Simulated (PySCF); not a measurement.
PySCF input file for CH11NOSi3, SMILES [SiH3]N[SiH2][SiH2]OC, PBE-D3(BJ)/def2-SVP. Geometry optimised at PBE-D3(BJ)/def2-SVP. The structure was generated by enumeration, and PubChem lists no compound with its InChIKey, so it may never have been made. One conformer was computed; it need not be the lowest.

```python
import numpy as np
from pyscf import gto, scf, dft, df
from pyscf.hessian import thermo

mol = gto.M(
    atom='''
    C    -4.07821688   -0.17725499   -0.27997367
    O    -2.72025059   -0.25356462   -0.66887363
    Si   -1.46148808    0.18893588    0.36396819
    Si    0.57113612   -0.18140900   -0.75602513
    N     1.82985962    0.56418792    0.22643075
    Si    3.40786835   -0.06954252    0.65869993
    H    -4.29738599   -0.80884501    0.61304060
    H    -4.70828896   -0.54035697   -1.11807599
    H    -4.39032324    0.86728836   -0.04357071
    H    -1.52473015   -0.60008698    1.65392974
    H    -1.57532326    1.64994443    0.75495648
    H     0.49408690    0.36297628   -2.16394787
    H     0.89899080   -1.64665241   -0.84378454
    H     1.66674191    1.54687629    0.47183921
    H     4.53380882    0.45164911   -0.20215684
    H     3.73417898    0.29061618    2.08467754
    H     3.34530336   -1.56245876    0.50590652
    ''',
    basis='def2-SVP',
    charge=0,
    spin=0,
    max_memory=1600,
    verbose=3,
)
mf = dft.RKS(mol, xc='pbe').density_fit(auxbasis='def2-universal-jkfit')
mf.disp = 'd3bj'
mf.grids.level = 3
mf.conv_tol = 1e-11
mf.max_cycle = 100
mf.kernel()

# [left out here: the lines that compute and print the analytic Hessian (its translational invariance restored by hand, since the grid's response is missing), thermochemistry and intensities]
```

Output:

```
converged SCF energy = -1042.16342214532

WARN: DFTD3 does not support analytical Hessian, using finite difference


WARN: Mole.unit (angstrom) is changed to Bohr

Mode                                 0                   1                   2
Irrep
Freq [cm^-1]                       23.2852             37.3633             54.8021
Reduced mass [au]                   4.0024              3.5177              1.0973
Force const [Dyne/A]                0.0013              0.0029              0.0019
Char temp [K]                      33.5023             53.7575             78.8481
Normal mode                   x     y     z       x     y     z       x     y     z
       0   C                 0.01 -0.07  0.08   -0.00  0.11  0.05    0.00 -0.00  0.01
       1   O                 0.00 -0.03  0.03   -0.02  0.04  0.01   -0.00  0.03 -0.01
       2  Si                 0.02  0.04 -0.03    0.03 -0.08 -0.01    0.01 -0.04  0.01
       3  Si                 0.01  0.05 -0.06    0.01 -0.05 -0.05    0.00  0.02 -0.01
       4   N                 0.02  0.03 -0.07   -0.02  0.01 -0.05   -0.00  0.02 -0.00
       5  Si                -0.05 -0.05  0.07   -0.03  0.05  0.04   -0.01 -0.01  0.01
       6   H                 0.07 -0.05  0.11   -0.03  0.06  0.01    0.01 -0.08 -0.04
       7   H                -0.01 -0.12  0.12   -0.06  0.22  0.04   -0.01  0.07 -0.02
       8   H                -0.02 -0.07  0.06    0.08  0.12  0.13    0.01 -0.02  0.10
       9   H                 0.09  0.07 -0.00    0.04 -0.16 -0.05    0.01 -0.11 -0.04
      10   H                -0.00  0.04 -0.07    0.10 -0.10  0.09    0.01 -0.06  0.09
      11   H                -0.00  0.07 -0.05   -0.01 -0.05 -0.05    0.00  0.04 -0.00
      12   H                -0.00  0.05 -0.08    0.07 -0.04 -0.04    0.03  0.03 -0.04
      13   H                 0.06  0.05 -0.11   -0.06  0.00 -0.06    0.03  0.03 -0.05
      14   H                 0.05 -0.09  0.17    0.02  0.14  0.15   -0.04 -0.43 -0.29
      15   H                -0.15 -0.09  0.10   -0.14 -0.01  0.09    0.16  0.47 -0.15
      16   H                -0.11 -0.04  0.04    0.04  0.06 -0.03   -0.17 -0.05  0.53
Mode                                 3                   4                   5
Irrep
Freq [cm^-1]                       72.9344             78.3851            117.4970
Reduced mass [au]                   3.5504              2.6170              1.1706
Force const [Dyne/A]                0.0111              0.0095              0.0095
Char temp [K]                     104.9363            112.7787            169.0521
Normal mode                   x     y     z       x     y     z       x     y     z
       0   C                -0.01 -0.07  0.10    0.01 -0.08 -0.04   -0.00  0.01  0.01
       1   O                -0.04  0.10 -0.04    0.02  0.12 -0.03   -0.01 -0.08  0.02
       2  Si                 0.01  0.03 -0.07   -0.01  0.01  0.05   -0.01  0.03 -0.02
       3  Si                 0.02 -0.03 -0.01   -0.02 -0.03  0.03    0.01  0.00  0.00
       4   N                -0.04 -0.06  0.08    0.04  0.03 -0.10    0.00 -0.00  0.02
       5  Si                 0.01  0.02  0.00   -0.01 -0.00  0.00    0.01 -0.00 -0.00
       6   H                 0.15 -0.16  0.08    0.06 -0.28 -0.17   -0.14 -0.36 -0.29
       7   H                -0.05 -0.08  0.14    0.06  0.04 -0.12   -0.05  0.52 -0.18
       8   H                -0.09 -0.12  0.21   -0.08 -0.16  0.17    0.18 -0.04  0.48
       9   H                -0.02  0.01 -0.08   -0.08 -0.08 -0.01    0.05  0.12  0.04
      10   H                 0.09  0.03 -0.03    0.03 -0.01  0.15   -0.07  0.05 -0.13
      11   H                 0.12 -0.04 -0.02   -0.09 -0.13 -0.00    0.03 -0.02 -0.00
      12   H                -0.00 -0.04  0.01   -0.04 -0.04  0.12   -0.01 -0.00  0.03
      13   H                -0.09 -0.08  0.14    0.07  0.06 -0.18    0.01  0.00  0.01
      14   H                -0.05  0.07 -0.05    0.06  0.02  0.10   -0.00  0.01 -0.00
      15   H                 0.05  0.04 -0.01   -0.09 -0.06  0.04    0.02 -0.02  0.00
      16   H                 0.08  0.01  0.01   -0.02  0.01 -0.05    0.01 -0.00 -0.02
Mode                                 6                   7                   8
Irrep
Freq [cm^-1]                      159.2035            191.3600            234.8864
Reduced mass [au]                   4.7272              3.6360              3.3414
Force const [Dyne/A]                0.0706              0.0784              0.1086
Char temp [K]                     229.0583            275.3245            337.9493
Normal mode                   x     y     z       x     y     z       x     y     z
       0   C                 0.05 -0.02 -0.06    0.07  0.02  0.04    0.12  0.03  0.06
       1   O                 0.08  0.01  0.06    0.05 -0.01 -0.05    0.07 -0.04 -0.10
       2  Si                 0.07  0.04  0.05    0.03 -0.01 -0.02   -0.03  0.01  0.01
       3  Si                -0.03 -0.02 -0.06    0.02 -0.01  0.05   -0.07  0.01  0.00
[...]
Normal mode                   x     y     z       x     y     z       x     y     z
       0   C                -0.00  0.00 -0.00    0.00 -0.00 -0.00   -0.00  0.00  0.00
       1   O                -0.00 -0.00 -0.00   -0.00 -0.00 -0.00    0.00  0.00  0.00
       2  Si                 0.00 -0.01  0.00    0.00 -0.00 -0.00   -0.00  0.00  0.00
       3  Si                 0.00 -0.01  0.03    0.00 -0.00  0.01   -0.00  0.00 -0.00
       4   N                 0.00  0.00  0.00   -0.00 -0.00 -0.00    0.00  0.00  0.00
       5  Si                 0.01  0.00 -0.00   -0.02 -0.01  0.02    0.01  0.00  0.03
       6   H                 0.00 -0.00  0.00   -0.00  0.00 -0.00    0.00 -0.00  0.00
       7   H                -0.00  0.00  0.00   -0.00  0.00  0.00    0.00 -0.00 -0.00
       8   H                -0.00 -0.00  0.00   -0.00 -0.00  0.00    0.00  0.00 -0.00
       9   H                 0.01  0.10 -0.16   -0.00  0.00 -0.00    0.00  0.01 -0.01
      10   H                -0.01  0.11  0.03   -0.00  0.03  0.01    0.00 -0.01 -0.00
      11   H                -0.05  0.34 -0.86   -0.01  0.08 -0.20    0.01 -0.02  0.06
      12   H                 0.01 -0.07  0.01   -0.00  0.00  0.00    0.02 -0.06 -0.00
      13   H                 0.00  0.00  0.00   -0.00 -0.00  0.00    0.00  0.00  0.00
      14   H                -0.16 -0.08  0.13    0.70  0.33 -0.54   -0.10 -0.04  0.09
      15   H                 0.00 -0.00 -0.02   -0.04 -0.04 -0.13   -0.20 -0.23 -0.91
      16   H                 0.00  0.02 -0.00   -0.01  0.01  0.01    0.01  0.15  0.02
Mode                                39                  40                  41
Irrep
Freq [cm^-1]                     2166.8057           2183.6585           2908.6705
Reduced mass [au]                   1.0420              1.0434              1.0353
Force const [Dyne/A]                2.8823              2.9314              5.1606
Char temp [K]                    3117.5509           3141.7983           4184.9293
Normal mode                   x     y     z       x     y     z       x     y     z
       0   C                 0.00 -0.00 -0.00    0.00 -0.00 -0.00    0.04 -0.01 -0.03
       1   O                -0.00 -0.00 -0.00   -0.00 -0.00 -0.00    0.00  0.00 -0.00
       2  Si                 0.00  0.00 -0.00    0.00  0.00 -0.00   -0.00 -0.00 -0.00
       3  Si                -0.01  0.03  0.00   -0.00  0.01  0.00   -0.00  0.00  0.00
       4   N                 0.00  0.00  0.00   -0.00  0.00  0.00    0.00 -0.00  0.00
       5  Si                -0.00 -0.01 -0.00    0.00  0.03  0.01   -0.00  0.00 -0.00
       6   H                -0.00  0.00 -0.00   -0.00  0.00 -0.00   -0.12 -0.38  0.52
       7   H                -0.00  0.00  0.00   -0.00  0.00  0.00   -0.18 -0.11 -0.26
       8   H                 0.00 -0.00  0.00    0.00 -0.00  0.00   -0.17  0.62  0.13
       9   H                -0.00 -0.03  0.05   -0.00 -0.01  0.01    0.00 -0.00  0.01
      10   H                -0.00 -0.02 -0.00    0.00 -0.01 -0.00    0.00  0.00  0.00
      11   H                -0.01 -0.00  0.05   -0.00  0.00 -0.00    0.00  0.00 -0.00
      12   H                 0.20 -0.92 -0.05    0.05 -0.22 -0.01    0.00 -0.00 -0.00
      13   H                 0.00  0.00  0.00   -0.00  0.01 -0.00   -0.00  0.00  0.00
      14   H                 0.02  0.00 -0.02   -0.00  0.01  0.01    0.00  0.00 -0.00
      15   H                 0.02  0.02  0.09   -0.02 -0.02 -0.12    0.00  0.00  0.00
      16   H                 0.01  0.21  0.02   -0.04 -0.94 -0.09    0.00 -0.00  0.00
Mode                                42                  43                  44
Irrep
Freq [cm^-1]                     2976.3782           3036.6022           3493.8801
Reduced mass [au]                   1.1057              1.1011              1.0743
Force const [Dyne/A]                5.7711              5.9822              7.7264
Char temp [K]                    4282.3455           4368.9945           5026.9155
Normal mode                   x     y     z       x     y     z       x     y     z
       0   C                -0.00  0.08 -0.03   -0.03 -0.03 -0.07    0.00 -0.00 -0.00
       1   O                 0.00 -0.00  0.00   -0.00  0.00  0.00   -0.00  0.00  0.00
       2  Si                 0.00 -0.00  0.00    0.00  0.00  0.00    0.00 -0.00 -0.00
       3  Si                 0.00 -0.00  0.00    0.00 -0.00 -0.00   -0.00  0.00 -0.00
       4   N                -0.00  0.00  0.00   -0.00  0.00 -0.00   -0.01  0.07  0.02
       5  Si                -0.00  0.00 -0.00    0.00 -0.00  0.00    0.00  0.00  0.00
       6   H                -0.12 -0.37  0.54   -0.04 -0.14  0.16   -0.00 -0.00  0.00
       7   H                -0.00  0.02 -0.01    0.50  0.30  0.69   -0.00 -0.00 -0.00
       8   H                 0.17 -0.63 -0.15   -0.06  0.21  0.03   -0.00  0.00  0.00
       9   H                 0.00  0.00  0.00   -0.00  0.00 -0.00   -0.00  0.00  0.00
      10   H                -0.00 -0.00 -0.00   -0.00 -0.00  0.00    0.00  0.00  0.00
      11   H                -0.00 -0.00  0.00   -0.00  0.00  0.00   -0.00 -0.00 -0.00
      12   H                 0.00 -0.00 -0.00   -0.00  0.00  0.00    0.00 -0.00 -0.00
      13   H                 0.00 -0.00 -0.00    0.00  0.00 -0.00    0.15 -0.92 -0.23
      14   H                -0.00 -0.00  0.00   -0.00 -0.00  0.00    0.00  0.00  0.00
      15   H                 0.00 -0.00  0.00   -0.00  0.00 -0.00    0.00 -0.00  0.00
      16   H                -0.00 -0.00  0.00   -0.00  0.00 -0.00   -0.00 -0.00 -0.00
temperature 298.1500 [K]
pressure 101325.00 [Pa]
Rotational constants [GHz] 7.60731 0.55941 0.54061
Symmetry number 1
Zero-point energy (ZPE) 0.11444 [Eh]   300458.089 [J/mol]
                           tot       elec      trans        rot        vib
Entropy [J/mol/K]       464.244      0.000    170.139    122.698    171.407
Cv [J/mol/K]            164.659      0.000     12.472     12.472    139.715
Cp [J/mol/K]            172.973      0.000     20.786     12.472    139.715
Internal energy [J/mol]                      3718.434   3718.434 323942.764
Internal energy [Eh]   -1042.03721  -1042.16342
Enthalpy [J/mol]                             6197.391   3718.434 323942.764
Enthalpy [Eh]          -1042.03626
Gibbs free energy [J/mol]                  -44529.560 -32864.114 272837.846
Gibbs free energy [Eh] -1042.08898
mode   freq/cm-1   IR/(km/mol)
   1       23.29         0.271
   2       37.36         0.056
   3       54.80         0.033
   4       72.93         2.447
   5       78.39         1.119
   6      117.50         0.874
   7      159.20         3.902
   8      191.36         0.861
   9      234.89         4.387
  10      355.00        32.732
  11      384.89        52.723
  12      454.30         1.955
  13      562.79         1.056
  14      595.70         6.398
  15      663.85         1.204
  16      681.67        50.950
  17      694.03        21.481
  18      735.49        55.877
  19      756.90       588.105
  20      789.79       172.687
  21      863.54        20.682
  22      885.79        61.261
  23      898.71       178.674
  24      918.34        72.328
  25      928.51        79.827
  26      932.24       198.127
  27      963.32        96.954
  28     1109.22       270.617
  29     1132.45         0.910
  30     1158.61       189.967
  31     1164.50        17.421
  32     1420.06         2.276
  33     1420.60         4.407
  34     1423.25        17.620
  35     2092.02       114.952
  36     2110.89        63.261
  37     2116.95       144.744
  38     2130.10       201.099
  39     2153.44       120.649
  40     2166.81        42.763
  41     2183.66       109.474
  42     2908.67        89.853
  43     2976.38        40.680
  44     3036.60        29.027
  45     3493.88        26.091
max |gradient| / (hartree/bohr): 4.8004983644766316e-05
APT charges: [ 0.5904 -1.0066  1.1167  1.052  -1.1129  1.2832 -0.0598 -0.0454 -0.0627
 -0.2829 -0.2927 -0.2965 -0.2343  0.1681 -0.3078 -0.2765 -0.2325]
```

The run converged.
